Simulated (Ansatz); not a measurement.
Reaction (silylene formation by 1,1-elimination): `NBOC[SiH2]F` → `NBOCF` + `[SiH2]`

Isolated molecules relaxed with PBE0-D4/def2-TZVP in Ansatz; ΔE leaves out vibrations. CBS: MP2 limit from def2 TZ/QZ plus the TZ coupled-cluster correction, frozen cores. This one scheme is used for every species. Each species was taken in one conformer, which may not be the lowest.

```json
{"level": "CCSD/def2-TZVPP", "ΔE (eV)": "3.98"}
{"level": "CCSD(T)/def2-TZVPP", "ΔE (eV)": "4.01"}
```

Problem. What does CCSD(T)/CBS give? (An estimate is asked.)

Solution. The calculation gave: +4.15 eV. The listed levels differ from it by -0.17, -0.14 eV.

Largest T1 diagnostic among the species: 0.014.

The D4 term adds +0.14 eV with B3LYP and +0.07 eV with PBE0; it sums over pairs of atoms, weighted by their polarisabilities, and B3LYP, whose exchange is more repulsive, gets the larger term. In def2-TZVPP, CCSD(T) changes the Hartree–Fock value by +0.16 eV (the triples alone add +0.03 eV) and MP2 by +0.44 eV. From PBE to PBE0 (25 % exact exchange), in def2-TZVPP and without D4, ΔE moves by +0.13 eV.

B3LYP here is the variant with VWN-RPA as its local correlation; programs differ in this.
